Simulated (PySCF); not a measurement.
# Spin-Hamiltonian simulation

Molecule: `C=CCc1ccoc1`, C7H8O.

Molfile (atoms numbered from 1):
```
C7H8O
     RDKit          3D

 16 16  0  0  0  0  0  0  0  0999 V2000
   -2.7140    0.3257   -0.7650 C   0  0  0  0  0  0  0  0  0  0  0  0
   -1.7950    0.0212    0.1516 C   0  0  0  0  0  0  0  0  0  0  0  0
   -0.7549   -1.0501    0.0056 C   0  0  0  0  0  0  0  0  0  0  0  0
    0.6401   -0.5118    0.1012 C   0  0  0  0  0  0  0  0  0  0  0  0
    1.2252    0.5185   -0.7101 C   0  0  0  0  0  0  0  0  0  0  0  0
    2.5014    0.6737   -0.2615 C   0  0  0  0  0  0  0  0  0  0  0  0
    2.7481   -0.1701    0.7599 O   0  0  0  0  0  0  0  0  0  0  0  0
    1.6218   -0.8805    0.9753 C   0  0  0  0  0  0  0  0  0  0  0  0
   -3.4427    1.1236   -0.6004 H   0  0  0  0  0  0  0  0  0  0  0  0
   -2.7740   -0.2164   -1.7148 H   0  0  0  0  0  0  0  0  0  0  0  0
   -1.7593    0.5917    1.0880 H   0  0  0  0  0  0  0  0  0  0  0  0
   -0.8946   -1.8107    0.7927 H   0  0  0  0  0  0  0  0  0  0  0  0
   -0.8953   -1.5664   -0.9592 H   0  0  0  0  0  0  0  0  0  0  0  0
    0.7429    1.0681   -1.5159 H   0  0  0  0  0  0  0  0  0  0  0  0
    3.3216    1.3230   -0.5570 H   0  0  0  0  0  0  0  0  0  0  0  0
    1.6587   -1.6139    1.7773 H   0  0  0  0  0  0  0  0  0  0  0  0
  1  2  2  0
  2  3  1  0
  3  4  1  0
  4  5  1  0
  5  6  2  0
  6  7  1  0
  7  8  1  0
  8  4  2  0
  1  9  1  0
  1 10  1  0
  2 11  1  0
  3 12  1  0
  3 13  1  0
  5 14  1  0
  6 15  1  0
  8 16  1  0
M  END
```

Relativity neglected, one averaged value for each set of equivalent atoms, one conformer, gas phase. Shieldings: GIAO KT3/pcSseg-1; B3LYP/pcJ-1 coupling constants (without the spin–dipole term); coordinates at the PBE0-D3(BJ)/def2-SVP level; PySCF 2.14.0 with density-fitted response routines.

δ = σ(ref) − σ, references computed at the same level: 1H (σref 31.32) vs TMS.

Shifts (ppm): H9 5.06, H10 5.24, H11 5.75, H12/H13 3.16, H14 6.32, H15 7.23, H16 7.12.
Couplings (Hz): H9–H10: 2.3; H9–H11: 11.1; H9–H12, H9–H13: -1.6; H10–H11: 17.9; H10–H12, H10–H13: -1.8; H11–H12, H11–H13: 8.4; H12–H13: -15.8; H12–H14, H13–H14: -0.6; H12–H15, H13–H15: 0.5; H12–H16, H13–H16: -1.1; H14–H15: 2.2; H14–H16: 0.7; H15–H16: 1.5.

The 8-spin Hamiltonian (Zeeman plus full scalar coupling among like nuclei) was diagonalised exactly; lines are Lorentzian, 1.0 Hz wide, and the maxima above 3 % are listed with the tallest set to 100.

**Question.** Give the 1H peak list of this spin system at 200 MHz.

**Answer.** 
```json
{"Hz": "1447.8", "ppm": "7.239", "height": "59"}
{"Hz": "1446.1", "ppm": "7.231", "height": "92"}
{"Hz": "1444.2", "ppm": "7.221", "height": "66"}
{"Hz": "1424.1", "ppm": "7.121", "height": "100"}
{"Hz": "1264.9", "ppm": "6.324", "height": "88"}
{"Hz": "1263.2", "ppm": "6.316", "height": "87"}
{"Hz": "1173.9", "ppm": "5.869", "height": "13"}
{"Hz": "1165.5", "ppm": "5.827", "height": "25"}
{"Hz": "1162.9", "ppm": "5.814", "height": "15"}
{"Hz": "1157.2", "ppm": "5.786", "height": "16"}
{"Hz": "1156.0", "ppm": "5.780", "height": "22"}
{"Hz": "1154.5", "ppm": "5.773", "height": "31"}
{"Hz": "1147.6", "ppm": "5.738", "height": "37"}
{"Hz": "1146.2", "ppm": "5.731", "height": "22"}
{"Hz": "1145.0", "ppm": "5.725", "height": "23"}
{"Hz": "1139.3", "ppm": "5.696", "height": "20"}
{"Hz": "1136.7", "ppm": "5.683", "height": "42"}
{"Hz": "1128.4", "ppm": "5.642", "height": "22"}
{"Hz": "1059.1", "ppm": "5.296", "height": "23"}
{"Hz": "1057.4", "ppm": "5.287", "height": "48"}
{"Hz": "1055.0", "ppm": "5.275", "height": "53"}
{"Hz": "1053.4", "ppm": "5.267", "height": "26"}
{"Hz": "1041.2", "ppm": "5.206", "height": "16"}
{"Hz": "1039.5", "ppm": "5.197", "height": "35"}
{"Hz": "1037.2", "ppm": "5.186", "height": "37"}
{"Hz": "1035.4", "ppm": "5.177", "height": "18"}
{"Hz": "1020.0", "ppm": "5.100", "height": "25"}
{"Hz": "1018.4", "ppm": "5.092", "height": "47"}
{"Hz": "1017.6", "ppm": "5.088", "height": "36"}
{"Hz": "1016.8", "ppm": "5.084", "height": "38"}
{"Hz": "1016.1", "ppm": "5.080", "height": "43"}
{"Hz": "1014.5", "ppm": "5.072", "height": "22"}
{"Hz": "1009.1", "ppm": "5.045", "height": "21"}
{"Hz": "1007.5", "ppm": "5.037", "height": "40"}
{"Hz": "1006.8", "ppm": "5.034", "height": "31"}
{"Hz": "1005.8", "ppm": "5.029", "height": "32"}
{"Hz": "1005.1", "ppm": "5.026", "height": "38"}
{"Hz": "1003.5", "ppm": "5.018", "height": "19"}
{"Hz": "636.6", "ppm": "3.183", "height": "89"}
{"Hz": "636.2", "ppm": "3.181", "height": "88"}
{"Hz": "635.7", "ppm": "3.178", "height": "88"}
{"Hz": "628.3", "ppm": "3.142", "height": "86"}
{"Hz": "627.9", "ppm": "3.139", "height": "85"}
{"Hz": "627.4", "ppm": "3.137", "height": "85"}
```

**Question.** And at 700 MHz?

**Answer.** 
δ in ppm (height): 7.232 (61), 7.230 (92), 7.228 (63), 7.120 (100), 6.321 (88), 6.319 (88), 5.783 (15), 5.771 (31), 5.767 (17), 5.759 (20), 5.758 (23), 5.755 (34), 5.746 (36), 5.743 (22), 5.742 (22), 5.734 (19), 5.730 (36), 5.718 (18), 5.257 (21), 5.254 (47), 5.251 (48), 5.248 (22), 5.231 (19), 5.228 (43), 5.225 (44), 5.223 (20), 5.072 (22), 5.069 (45), 5.066 (44), 5.064 (22), 5.056 (21), 5.054 (43), 5.050 (42), 5.048 (21), 3.167 (86), 3.166 (86), 3.165 (86), 3.155 (85), 3.154 (85), 3.153 (85)

**Question.** Among coupled protons with different shifts, which pair is furthest from first order, and how does the field change that?

**Answer.** H10 and H11: Δν/J is about 5.7 at 200 MHz (intermediate, with clear roofing) and 19.9 at 700 MHz (close to first order). J in Hz doesn't depend on the field, while Δν in Hz grows in proportion to it.

Unscaled 3J(H,H) at this level run about 10 % above measured values. Couplings across =CH–CH2 type bonds come from one rotamer and its mirror image, and can be 1–2 Hz further off.
